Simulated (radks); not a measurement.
Values are calculated unless marked as measured or tabulated.
Task: Species: the bromine ion Br+. Configuration: [Ar] 3d10 4s2 4p4. Code: a radial shooting solver on a logarithmic mesh with Libxc functionals. Model: Dirac Kohn-Sham, Slater X-alpha with alpha = 0.845, spin-unpolarised, spherical densities, finite nucleus; open shells fill j = l - 1/2 first; Fermi nuclear charge, rms radius 4.1629 fm. Some entries of the table are withheld. Estimate them.

| orbital | occ. | eigenvalue (eV) | <r> (bohr) |
|---|---|---|---|
| 1s1/2 | 2 | -13378.29 | (1) |
| 2s1/2 | 2 | (2) | 0.1888 |
| 2p1/2 | 2 | -1592.256 | (3) |
| 2p3/2 | 4 | -1544.165 | (4) |
| 3s1/2 | 2 | -255.0043 | (5) |
| 3p1/2 | 2 | -195.4910 | 0.5526 |
| 3p3/2 | 4 | -188.4975 | 0.5630 |
| 3d3/2 | 4 | -84.1729 | (6) |
| 3d5/2 | 6 | -83.0403 | (7) |
| 4s1/2 | 2 | -31.8738 | 1.604 |
| 4p1/2 | 2 | -18.9954 | (8) |
| 4p3/2 | 2 | -18.3764 | (9) |

Result: 
(1) 1s1/2 <r> (bohr): 0.04272
(2) 2s1/2 eigenvalue (eV): -1760.962
(3) 2p1/2 <r> (bohr): 0.1621
(4) 2p3/2 <r> (bohr): 0.1660
(5) 3s1/2 <r> (bohr): 0.5485
(6) 3d3/2 <r> (bohr): 0.5780
(7) 3d5/2 <r> (bohr): 0.5819
(8) 4p1/2 <r> (bohr): 1.884
(9) 4p3/2 <r> (bohr): 1.920
